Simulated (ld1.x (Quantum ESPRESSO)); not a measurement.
# What one change does to a pseudopotential (Hg (Z = 80), TM)

| Item | Value |
| --- | --- |
| Element | Hg |
| Generator | ld1.x (Quantum ESPRESSO) 7.5 |
| Type | norm-conserving Troullier–Martins (Kleinman–Bylander form) |
| Functional | LDA (PZ) |
| Relativity | scalar-relativistic |
| Frozen core | [Xe] 4f14 |
| Valence charge | 12 |
| Reference configuration | 5d10 6s1.5 6p0 (charge +0.5) |
| Partial waves | 6s (bound): rc 2.10 bohr; 6p (bound, empty): rc 2.30 bohr; 5f channel at -0.1 Ry: rc 2.30 bohr; 5d (bound): rc 2.00 bohr |
| Local potential | the d channel |
| Core correction | Bessel-smoothed model core inside 0.95 bohr |

Change: core correction Bessel-smoothed model core inside 1.44 bohr.

Cutoffs: the cutoffs (Ry, on a coarse ladder) from which the occupation-weighted sum of valence levels, in a spherical-Bessel basis at the reference potential, stays within 10 and 1 mRy of its value at 400 Ry; they do not see the model core or the augmentation charge, which bear on the density cutoff. Errors are all-electron minus pseudo energies relative to the spin-unpolarised reference configuration.

Question: What does the change do?

Answer: The potential gets neither clearly harder nor softer (45 Ry and 70 Ry → 45 Ry and 70 Ry); both files keep a bound ghost (p, s); the errors of the 9 common tests hardly move. A wider model core is smoother and lowers the density cutoff, which this test does not measure.

| quantity | base | changed |
| --- | --- | --- |
| cutoff, loose | 45 Ry | 45 Ry |
| cutoff, tight | 70 Ry | 70 Ry |
| bound ghosts | s, p | s, p |
| error for 5d10 6s2 6p0, meV [ΔE -4.53 eV] | +0.1 | +0.1 |
| error for 5d10 6s1 6p0, meV [ΔE 6.52 eV] | -4.2 | -4.2 |
| error for 5d10 6s0 6p0, meV [ΔE 25.92 eV] | -33 | -32 |
| error for 5d10 6s1 6p1, meV [ΔE 1.64 eV] | -0.8 | -0.8 |
| error for 5d9 6s2 6p1, meV [ΔE 5.83 eV] | -84 | -83 |
| error for 5d10 6s0 6p2, meV [ΔE 8.27 eV] | -8.3 | -8.2 |
| error for 5d9 6s0 6p0, meV [ΔE 61.73 eV] | -57 | -57 |
| error for 5d10 6s1.5 6p0 (spin-polarised), meV [ΔE -0.04 eV] | +0.1 | +0.1 |
| error for 5d10 6s1 6p0 (spin-polarised), meV [ΔE 6.36 eV] | -3.9 | -3.9 |
| s: phases at 2.49 bohr within 0.05 rad from the reference energy up to (Ry; the scan ends near 5) | 3.1 | 3.1 |
| p: phases at 2.49 bohr within 0.05 rad from the reference energy up to (Ry; the scan ends near 5) | to the end of the scan | to the end of the scan |
| d: phases at 2.49 bohr within 0.05 rad from the reference energy up to (Ry; the scan ends near 5) | to the end of the scan | to the end of the scan |
| f: phases at 2.49 bohr within 0.05 rad from the reference energy up to (Ry; the scan ends near 5) | to the end of the scan | to the end of the scan |

 A true bound ghost makes a file unfit for plane-wave use even where its test errors are small: the radial tests pick states by their node count and pass the ghost by.
